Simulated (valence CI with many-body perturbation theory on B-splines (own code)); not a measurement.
## E1 line list for W61+

Level of theory: relativistic CI+MBPT: three valence electrons over a frozen Dirac-Fock core [Ne], radial functions for each j: 11 s, 11 p, 9 d, 7 f, 5 g, 2 h, 1 i, with the one-electron correlation potential Σ1, the two-electron term Σ2, the three-electron term Σ3, Breit, model QED; selected CI, second order for the rest (own B-spline code, finite nucleus).

No measured spectrum was set against this ion. As an estimate, large intervals hold to a few tenths of a per cent, small ones and those within an open d or f shell to about a per cent.

Lines 1 to 50 of 252 in falling wavelength, among levels below 1460.0 eV, chosen from the strongest by gf and those to the six lowest levels. Wavelengths and rates use the calculated energies. Electric multipoles are in the length gauge, E1 and E2 with the static RPA response of the core. Weak lines are less certain than strong ones. Lines between different terms over intervals too small for the method are left out, as are lines whose strength nearly cancels. The highest levels of a list are the least certain.

Levels are named by their leading jj configuration (3d3/2^4 stands for four electrons in 3d with j = 3/2), which in mixed levels can hold well under half, so a name can repeat and another be missing. Letters in brackets count levels of one name in rising energy.

```
λ vac (nm)                          Upper                       Lower   A (s⁻¹)  S (a.u.)
     9.384         (3s 3p1/2 3d3/2) J=5/2          (3s^2 3d3/2) J=3/2  8.79e+09  2.15e-02
     9.040     (3s 3p1/2 3p3/2) J=3/2 [a]          (3s^2 3p3/2) J=3/2  2.04e+09  2.98e-03
     8.648  (3p1/2 3p3/2 3d5/2) J=7/2 [b]  (3s 3p3/2 3d5/2) J=5/2 [b]  1.18e+10  3.02e-02
     8.517      (3p1/2 3p3/2 3d5/2) J=9/2  (3s 3p3/2 3d5/2) J=7/2 [b]  1.00e+10  3.05e-02
     7.986         (3s 3p1/2 3d5/2) J=7/2          (3s^2 3d5/2) J=5/2  2.31e+10  4.64e-02
     7.982         (3s 3p1/2 3p3/2) J=5/2          (3s^2 3p3/2) J=3/2  1.39e+10  2.10e-02
     7.558          (3p1/2^2 3p3/2) J=3/2  (3s 3p1/2 3p3/2) J=3/2 [b]  4.90e+09  4.18e-03
     7.521      (3p1/2 3p3/2 3d5/2) J=9/2  (3s 3p3/2 3d5/2) J=7/2 [a]  1.37e+10  2.87e-02
     7.491     (3s 3p1/2 3d5/2) J=5/2 [b]          (3s^2 3d5/2) J=5/2  1.75e+10  2.18e-02
     7.403             (3s 3p1/2^2) J=1/2          (3s^2 3p1/2) J=1/2  3.78e+10  1.52e-02
     7.343      (3p1/2 3p3/2 3d3/2) J=7/2      (3s 3p3/2 3d3/2) J=7/2  1.85e+10  2.89e-02
     7.310  (3p1/2 3p3/2 3d5/2) J=5/2 [a]  (3s 3p3/2 3d5/2) J=3/2 [a]  2.78e+10  3.21e-02
     7.276         (3s 3p1/2 3d5/2) J=3/2          (3s^2 3d5/2) J=5/2  2.53e+10  1.92e-02
     7.179  (3p1/2 3p3/2 3d5/2) J=3/2 [b]      (3s 3p3/2 3d5/2) J=1/2  2.92e+10  2.13e-02
     7.174          (3p1/2^2 3d5/2) J=5/2      (3s 3p1/2 3d5/2) J=3/2  3.70e+10  4.05e-02
     7.029     (3s 3p1/2 3p3/2) J=3/2 [b]          (3s^2 3p3/2) J=3/2  2.49e+10  1.71e-02
     6.991  (3p1/2 3p3/2 3d5/2) J=3/2 [a]  (3s 3p3/2 3d5/2) J=5/2 [a]  4.05e+10  2.73e-02
     6.989     (3s 3p1/2 3d3/2) J=3/2 [a]  (3s 3p1/2 3p3/2) J=3/2 [b]  2.75e+10  1.85e-02
     6.977          (3p1/2^2 3d5/2) J=5/2  (3s 3p1/2 3d5/2) J=5/2 [b]  3.74e+10  3.76e-02
     6.823  (3p1/2 3p3/2 3d5/2) J=5/2 [a]  (3s 3p3/2 3d5/2) J=5/2 [a]  2.86e+10  2.69e-02
     6.719          (3p1/2 3p3/2^2) J=5/2          (3s 3p3/2^2) J=5/2  2.77e+10  2.48e-02
     6.701  (3p1/2 3p3/2 3d5/2) J=7/2 [b]  (3s 3p3/2 3d5/2) J=7/2 [a]  2.44e+10  2.89e-02
     6.698          (3p1/2^2 3p3/2) J=3/2      (3s 3p1/2 3p3/2) J=5/2  3.85e+10  2.28e-02
     6.649         (3s 3p1/2 3p3/2) J=1/2          (3s^2 3p3/2) J=3/2  3.19e+10  9.26e-03
     6.637          (3p1/2^2 3d3/2) J=3/2      (3s 3p1/2 3d3/2) J=5/2  6.52e+10  3.76e-02
     6.621  (3p1/2 3p3/2 3d5/2) J=5/2 [b]  (3s 3p3/2 3d5/2) J=7/2 [a]  3.50e+10  3.01e-02
     6.596          (3p1/2^2 3d5/2) J=5/2      (3s 3p1/2 3d5/2) J=7/2  6.98e+10  5.93e-02
     6.579  (3p1/2 3p3/2 3d5/2) J=7/2 [a]      (3s 3p3/2 3d5/2) J=9/2  5.34e+10  6.00e-02
     6.547          (3p1/2 3p3/2^2) J=3/2          (3s 3p3/2^2) J=5/2  5.30e+10  2.94e-02
     6.539         (3s 3p1/2 3d3/2) J=5/2  (3s 3p1/2 3p3/2) J=3/2 [b]  7.35e+09  6.08e-03
     6.414  (3p1/2 3p3/2 3d3/2) J=5/2 [a]       (3p1/2 3p3/2^2) J=5/2  2.69e+10  2.10e-02
     6.410  (3p1/2 3p3/2 3d3/2) J=5/2 [b]      (3s 3p3/2 3d3/2) J=7/2  6.07e+10  4.74e-02
     6.354  (3p1/2 3p3/2 3d3/2) J=3/2 [b]  (3s 3p3/2 3d3/2) J=5/2 [a]  3.16e+10  1.60e-02
     6.324             (3s^2 3p3/2) J=3/2          (3s 3p1/2^2) J=1/2  2.71e+08  1.35e-04
     6.314      (3p1/2 3p3/2 3d5/2) J=9/2      (3s 3p3/2 3d5/2) J=9/2  3.84e+10  4.77e-02
     6.247     (3s 3p1/2 3d3/2) J=3/2 [a]      (3s 3p1/2 3p3/2) J=5/2  3.67e+10  1.76e-02
     6.230          (3p1/2^2 3d3/2) J=3/2  (3s 3p1/2 3d3/2) J=3/2 [a]  3.66e+10  1.75e-02
     6.099          (3p1/2^2 3p3/2) J=3/2  (3s 3p1/2 3p3/2) J=3/2 [a]  2.09e+10  9.36e-03
     5.886         (3s 3p1/2 3d3/2) J=5/2      (3s 3p1/2 3p3/2) J=5/2  1.11e+10  6.68e-03
     5.737         (3s 3p1/2 3d3/2) J=1/2  (3s 3p1/2 3p3/2) J=3/2 [b]  4.33e+08  8.06e-05
     5.723     (3s 3p1/2 3d3/2) J=3/2 [a]  (3s 3p1/2 3p3/2) J=3/2 [a]  6.29e+08  2.33e-04
     5.565     (3s 3p1/2 3d3/2) J=3/2 [b]  (3s 3p1/2 3p3/2) J=3/2 [b]  4.54e+09  1.54e-03
     5.418         (3s 3p1/2 3d3/2) J=5/2  (3s 3p1/2 3p3/2) J=3/2 [a]  1.19e+08  5.59e-05
     5.302             (3s^2 3d3/2) J=3/2          (3s^2 3p3/2) J=3/2  2.71e+08  7.99e-05
     5.084     (3s 3p1/2 3d3/2) J=3/2 [b]      (3s 3p1/2 3p3/2) J=5/2  2.32e+09  6.01e-04
     4.856         (3s 3p1/2 3d3/2) J=1/2  (3s 3p1/2 3p3/2) J=3/2 [a]  5.74e+09  6.49e-04
     4.732     (3s 3p1/2 3d3/2) J=3/2 [b]  (3s 3p1/2 3p3/2) J=3/2 [a]  3.60e+09  7.53e-04
     4.614     (3s 3p3/2 3d5/2) J=3/2 [a]          (3s 3p3/2^2) J=3/2  6.11e+10  1.18e-02
     4.561     (3s 3p1/2 3d5/2) J=5/2 [a]  (3s 3p1/2 3p3/2) J=3/2 [b]  2.13e+09  5.97e-04
     4.368     (3s 3d3/2 3d5/2) J=3/2 [b]  (3s 3p3/2 3d3/2) J=1/2 [b]  7.46e+10  1.23e-02
```
